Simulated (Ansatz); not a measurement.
Relaxation of BBrH₆Si (9 atoms, charge 0, multiplicity 1), to a largest force component of 0.03 eV/Å in at most 50 steps.

Computed with RKS r2SCANh/def2-SVP (Ansatz).

```xyz
9
Properties=species:S:1:pos:R:3
B -1.696 -0.213 -0.380
Si 1.485 0.085 0.183
H -1.522 0.361 -1.417
H -1.551 -1.390 -0.213
H 0.039 0.213 0.288
Br -2.598 0.805 1.082
H 1.955 -0.770 1.305
H 2.074 1.447 0.278
H 1.814 -0.539 -1.126
```

Where does it end, and by what steps?

The forces met the threshold. After 3 steps the energy has fallen by 0.087 eV; Br6 moved furthest, 0.16 Å.

```
step  energy less start (eV)  largest force component (eV/Å)  accepted
   0                  0.0000                           0.983       yes
   1                 -0.0763                           0.361       yes
   2                 -0.0822                           0.178       yes
   3                 -0.0872                           0.028       yes
```

```xyz
9
Properties=species:S:1:pos:R:3
B -1.742 -0.178 -0.330
Si 1.539 0.074 0.168
H -1.532 0.395 -1.364
H -1.561 -1.354 -0.166
H 0.041 0.191 0.245
Br -2.736 0.757 1.013
H 1.993 -0.777 1.299
H 2.111 1.442 0.269
H 1.888 -0.551 -1.135
```

Whether the end is a true minimum wasn't checked by a vibrational analysis.

Time of the run: 14 s on 2 threads of Intel(R) Xeon(R) Platinum 8375C CPU @ 2.90GHz (Ice Lake), on a shared host, peak memory 0.23 GiB.
